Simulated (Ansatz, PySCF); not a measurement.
Breaking a bond: H2Se, SMILES [SeH2]. The Se1–H3 bond (Se1 also carries H; H3 carries nothing else) is pulled apart rigidly from the PBE0/def2-TZVP optimised geometry.

- RKS-CAM-B3LYP = restricted CAM-B3LYP/cc-pVTZ run with PySCF
- UCCSD(T) = CCSD(T) on UHF/cc-pVTZ, cores with 3d frozen in Ansatz (a first-principles code)
- UCCSD = CCSD on UHF/cc-pVTZ, cores with 3d frozen in Ansatz

Energies are in kJ/mol, each relative to the lowest point of its own curve near equilibrium.

```json
[
 {"R / Å": "1.17", "RKS-CAM-B3LYP": "154.8", "UCCSD(T)": "159.8", "UCCSD": "158.8"},
 {"R / Å": "1.26", "RKS-CAM-B3LYP": "63.1", "UCCSD(T)": "65.9", "UCCSD": "65.1"},
 {"R / Å": "1.33", "RKS-CAM-B3LYP": "24.0", "UCCSD(T)": "25.6", "UCCSD": "25.1"},
 {"R / Å": "1.39", "RKS-CAM-B3LYP": "6.6", "UCCSD(T)": "7.4", "UCCSD": "7.1"},
 {"R / Å": "1.41", "RKS-CAM-B3LYP": "3.4", "UCCSD(T)": "4.0", "UCCSD": "3.7"},
 {"R / Å": "1.47", "RKS-CAM-B3LYP": "0.0", "UCCSD(T)": "0.0", "UCCSD": "0.0"},
 {"R / Å": "1.52", "RKS-CAM-B3LYP": "3.1", "UCCSD(T)": "2.6", "UCCSD": "2.8"},
 {"R / Å": "1.58", "RKS-CAM-B3LYP": "12.1", "UCCSD(T)": "11.0", "UCCSD": "11.5"},
 {"R / Å": "1.62", "RKS-CAM-B3LYP": "20.7", "UCCSD(T)": "19.1", "UCCSD": "19.8"},
 {"R / Å": "1.68", "RKS-CAM-B3LYP": "36.3", "UCCSD(T)": "33.9", "UCCSD": "35.0"},
 {"R / Å": "1.85", "RKS-CAM-B3LYP": "92.1", "UCCSD(T)": "86.1", "UCCSD": "88.5"},
 {"R / Å": "1.99", "RKS-CAM-B3LYP": "143.2", "UCCSD(T)": "133.5", "UCCSD": "138.0"},
 {"R / Å": "2.19", "RKS-CAM-B3LYP": "215.6", "UCCSD(T)": "198.3", "UCCSD": "206.4"},
 {"R / Å": "2.44", "RKS-CAM-B3LYP": "298.1", "UCCSD(T)": "265.8", "UCCSD": "274.0"},
 {"R / Å": "2.63", "RKS-CAM-B3LYP": "[?]", "UCCSD(T)": "302.8", "UCCSD": "306.6"},
 {"R / Å": "2.92", "RKS-CAM-B3LYP": "[?]", "UCCSD(T)": "332.2", "UCCSD": "330.4"},
 {"R / Å": "3.28", "RKS-CAM-B3LYP": "488.2", "UCCSD(T)": "343.3", "UCCSD": "339.6"},
 {"R / Å": "3.58", "RKS-CAM-B3LYP": "[?]", "UCCSD(T)": "346.0", "UCCSD": "342.0"},
 {"R / Å": "3.97", "RKS-CAM-B3LYP": "[?]", "UCCSD(T)": "347.2", "UCCSD": "343.1"},
 {"R / Å": "4.47", "RKS-CAM-B3LYP": "[?]", "UCCSD(T)": "347.6", "UCCSD": "343.5"},
 {"R / Å": "5.17", "RKS-CAM-B3LYP": "[?]", "UCCSD(T)": "347.8", "UCCSD": "343.7"}
]
```

**Question.** What belongs in the gaps?

**Answer.** 
- 2.63, RKS-CAM-B3LYP: 352.6
- 2.92, RKS-CAM-B3LYP: 422.1
- 3.58, RKS-CAM-B3LYP: 529.6
- 3.97, RKS-CAM-B3LYP: 569.4
- 4.47, RKS-CAM-B3LYP: 604.0
- 5.17, RKS-CAM-B3LYP: 633.5

The restricted form behind RKS-CAM-B3LYP keeps the bonding electrons paired and can't separate into open-shell fragments. The unrestricted determinant behind UCCSD(T), UCCSD is spin-contaminated at 1.99 to 5.17 Å (<S²> up to 1.0, against 0.00 for a pure singlet).
